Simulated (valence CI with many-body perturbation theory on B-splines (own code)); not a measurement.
**Pb XII: E2, M1 decay**

Level of theory: relativistic CI+MBPT: three valence electrons over a frozen Dirac-Fock core [Xe] 4f14, radial functions for each j: 7 s, 7 p, 8 d, 6 f, 4 g, 1 h, with the one-electron correlation potential Σ1, the two-electron term Σ2, the three-electron term Σ3, Breit, model QED; selected CI, second order for the rest, scaled by the run's own slope (own B-spline code, finite nucleus).

No measured levels were compared; by estimate terms of the open shell hold to 2 to 4 % of their energy, and close levels can change places. Excitations out of the core, of the other parity, are not computed and may begin above about 50.8 eV (a cautious bound); beyond it only levels of the ground parity were kept, without lifetimes.

Lines 51 to 100 of 120 in falling wavelength, among levels below 410090 cm⁻¹, chosen from the decays that carry over 1 % of a level's rate. Wavelengths and rates use the calculated energies, so an error of 2000 cm⁻¹ moves a line at 173.3 nm by 3.5 % and its rate by three times that or more. Electric multipoles are in the length gauge, E1 and E2 with the static RPA response of the core. S is in atomic units (e²a₀⁴ for E2 and M2, e²a₀⁶ for E3), for M1 in squared Bohr magnetons. Weak lines are less certain than strong ones. Lines between different terms over intervals too small for the method are left out, as are lines whose strength nearly cancels. Where a level lies close to another of its J and parity, the split of strength between their lines is uncertain.

Levels are named by their leading jj configuration (3d3/2^4 stands for four electrons in 3d with j = 3/2), which in mixed levels can hold well under half, so a name can repeat and another be missing. Letters in brackets count levels of one name in rising energy.

```tsv
λ vac (nm)	Upper	Lower	Type	A (s⁻¹)	S (a.u.)
173.3	(5d3/2 5d5/2^2) J=5/2 [b]	(5d3/2^2 5d5/2) J=5/2 [a]	M1	1.56e+01	1.81e-02
172.0	(5d5/2^3) J=5/2	(5d3/2 5d5/2^2) J=3/2 [a]	M1	5.30e+02	6.00e-01
169.6	(5d5/2^3) J=9/2	(5d3/2^2 5d5/2) J=7/2	M1	3.41e+01	6.16e-02
166.1	(5d3/2 5d5/2^2) J=3/2 [b]	(5d3/2 5d5/2^2) J=7/2 [a]	E2	1.96e+01	8.83e-01
165.3	(5d3/2 5d5/2^2) J=3/2 [b]	(5d3/2^2 5d5/2) J=5/2 [b]	M1	2.55e+01	1.71e-02
162.7	(5d3/2 5d5/2^2) J=7/2 [b]	(5d3/2^2 5d5/2) J=5/2 [a]	M1	3.36e+01	4.28e-02
156.5	(5d5/2^3) J=3/2	(5d3/2^2 5d5/2) J=3/2	M1	8.14e+01	4.62e-02
155.1	(5d3/2 5d5/2^2) J=3/2 [a]	(5d3/2^3) J=3/2	M1	5.70e+01	3.15e-02
148.6	(5d3/2 5d5/2^2) J=1/2	(5d3/2^3) J=3/2	M1	1.19e+01	2.89e-03
147.4	(5d5/2^3) J=5/2	(5d3/2 5d5/2^2) J=7/2 [a]	M1	2.48e+02	1.77e-01
146.8	(5d5/2^3) J=5/2	(5d3/2^2 5d5/2) J=5/2 [b]	M1	2.24e+02	1.58e-01
135.8	(5d5/2^3) J=3/2	(5d3/2^2 5d5/2) J=5/2 [a]	M1	1.95e+02	7.24e-02
133.7	(5d3/2 5d5/2^2) J=5/2 [a]	(5d3/2^3) J=3/2	M1	3.03e+01	1.61e-02
127.6	(5d3/2 5d5/2^2) J=5/2 [b]	(5d3/2^3) J=3/2	M1	2.48e+01	1.15e-02
127.6	(5d3/2 5d5/2^2) J=5/2 [b]	(5d3/2^3) J=3/2	E2	4.73e+00	8.59e-02
125.9	(5d3/2 5d5/2^2) J=3/2 [b]	(5d3/2^2 5d5/2) J=1/2	M1	3.11e+01	9.19e-03
119.3	(5d3/2 5d5/2^2) J=3/2 [b]	(5d3/2^2 5d5/2) J=7/2	E2	1.59e+01	1.37e-01
118.3	(5d3/2 5d5/2^2) J=3/2 [b]	(5d3/2^2 5d5/2) J=3/2	M1	7.12e+01	1.75e-02
109.3	(5d5/2^3) J=5/2	(5d3/2^2 5d5/2) J=7/2	M1	4.47e+01	1.30e-02
106.1	(5d3/2 5d5/2^2) J=3/2 [b]	(5d3/2^2 5d5/2) J=5/2 [a]	M1	6.51e+01	1.15e-02
106.0	(5d5/2^3) J=3/2	(5d3/2^3) J=3/2	M1	1.31e+01	2.31e-03
32.01	(5d3/2^2 6s) J=5/2	(5d3/2 5d5/2^2) J=9/2	E2	9.49e+03	1.71e-01
31.48	(5d3/2^2 6s) J=1/2	(5d3/2 5d5/2^2) J=5/2 [a]	E2	4.00e+04	2.21e-01
31.20	(5d3/2 5d5/2 6s) J=5/2 [a]	(5d3/2 5d5/2^2) J=5/2 [b]	E2	1.32e+04	2.09e-01
30.88	(5d3/2 5d5/2 6s) J=7/2 [a]	(5d3/2 5d5/2^2) J=11/2	E2	3.01e+04	6.03e-01
30.85	(5d3/2 5d5/2 6s) J=5/2 [a]	(5d3/2 5d5/2^2) J=5/2 [a]	E2	1.43e+04	2.14e-01
30.67	(5d3/2 5d5/2 6s) J=9/2	(5d3/2 5d5/2^2) J=7/2 [b]	E2	2.16e+04	5.22e-01
30.32	(5d3/2 5d5/2 6s) J=3/2 [a]	(5d3/2 5d5/2^2) J=5/2 [b]	E2	2.00e+04	1.83e-01
30.31	(5d3/2 5d5/2 6s) J=7/2 [a]	(5d3/2 5d5/2^2) J=3/2 [a]	E2	1.42e+04	2.59e-01
30.27	(5d3/2^2 6s) J=3/2	(5d3/2^2 5d5/2) J=1/2	E2	6.43e+04	5.84e-01
30.16	(5d3/2 5d5/2 6s) J=5/2 [a]	(5d3/2 5d5/2^2) J=1/2	E2	2.90e+04	3.88e-01
29.99	(5d3/2 5d5/2 6s) J=3/2 [a]	(5d3/2 5d5/2^2) J=5/2 [a]	E2	7.71e+04	6.68e-01
29.90	(5d3/2 5d5/2 6s) J=5/2 [a]	(5d3/2 5d5/2^2) J=3/2 [a]	E2	1.13e+05	1.44e+00
29.87	(5d3/2^2 6s) J=3/2	(5d3/2^2 5d5/2) J=7/2	E2	6.44e+04	5.47e-01
29.80	(5d3/2^2 6s) J=3/2	(5d3/2^2 5d5/2) J=3/2	E2	9.57e+04	8.04e-01
29.75	(5d3/2^2 6s) J=5/2	(5d3/2^2 5d5/2) J=9/2	E2	1.89e+05	2.36e+00
29.73	(5d3/2 5d5/2 6s) J=7/2 [a]	(5d3/2 5d5/2^2) J=9/2	E2	8.94e+04	1.48e+00
29.62	(5d3/2 5d5/2 6s) J=9/2	(5d3/2 5d5/2^2) J=11/2	E2	1.10e+05	2.23e+00
29.59	(5d3/2^2 6s) J=1/2	(5d3/2^2 5d5/2) J=5/2 [b]	E2	2.94e+05	1.19e+00
29.47	(5d3/2^2 6s) J=5/2	(5d3/2^2 5d5/2) J=7/2	E2	1.50e+05	1.79e+00
29.44	(5d3/2 5d5/2 6s) J=7/2 [a]	(5d3/2 5d5/2^2) J=7/2 [a]	E2	6.33e+04	1.00e+00
29.42	(5d3/2 5d5/2 6s) J=7/2 [a]	(5d3/2^2 5d5/2) J=5/2 [b]	E2	2.53e+04	3.98e-01
29.41	(5d3/2^2 6s) J=5/2	(5d3/2^2 5d5/2) J=3/2	E2	4.18e+04	4.93e-01
29.34	(5d3/2 5d5/2 6s) J=5/2 [a]	(5d3/2 5d5/2^2) J=9/2	E2	7.89e+04	9.19e-01
29.34	(5d3/2 5d5/2 6s) J=3/2 [a]	(5d3/2 5d5/2^2) J=1/2	E2	4.12e+04	3.20e-01
29.09	(5d3/2 5d5/2 6s) J=3/2 [a]	(5d3/2 5d5/2^2) J=3/2 [a]	E2	4.08e+04	3.04e-01
29.06	(5d3/2 5d5/2 6s) J=5/2 [a]	(5d3/2 5d5/2^2) J=7/2 [a]	E2	2.50e+05	2.77e+00
28.96	(5d3/2^2 6s) J=3/2	(5d3/2^2 5d5/2) J=5/2 [a]	E2	1.85e+05	1.35e+00
28.59	(5d3/2^2 6s) J=5/2	(5d3/2^2 5d5/2) J=5/2 [a]	E2	8.69e+04	8.89e-01
28.56	(5d3/2 5d5/2 6s) J=9/2	(5d3/2 5d5/2^2) J=9/2	E2	9.44e+04	1.60e+00
```
